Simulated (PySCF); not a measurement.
A calculated (B3LYP, PySCF 2.14, x2c-TZVPall, the spin-free X2C one-electron Hamiltonian (Gaussian nucleus)) atom or ion has these occupied shells.

| shell | electrons | orbital energy (eV) | rms radius, mean of both spins (bohr) |
| --- | --- | --- | --- |
| 1s α | 1 | -14208.8 | 0.0478 |
| 1s β | 1 | -14208.7 | 0.0478 |
| 2s α | 1 | -1895.9 | 0.199 |
| 2s β | 1 | -1895.8 | 0.199 |
| 2p α | 3 | -1677.5 | 0.177 |
| 2p β | 3 | -1677.4 | 0.177 |
| 3s α | 1 | -284.26 | 0.568 |
| 3s β | 1 | -284.12 | 0.568 |
| 3p α | 3 | -214.20 | 0.584 |
| 3p β | 3 | -214.03 | 0.584 |
| 3d α | 5 | -97.998 | 0.616 |
| 3d β | 5 | -97.849 | 0.616 |
| 4s α | 1 | -36.627 | 1.65 |
| 4s β | 1 | -35.275 | 1.65 |
| 4p α | 3 | -21.261 | 1.97 |
| 4p β | 2 | -20.324 | 1.97 |

Name the element and its charge.

Kr+ (krypton, charge +1), in [Ar] 3d10 4s2 4p5, 2P determinant.
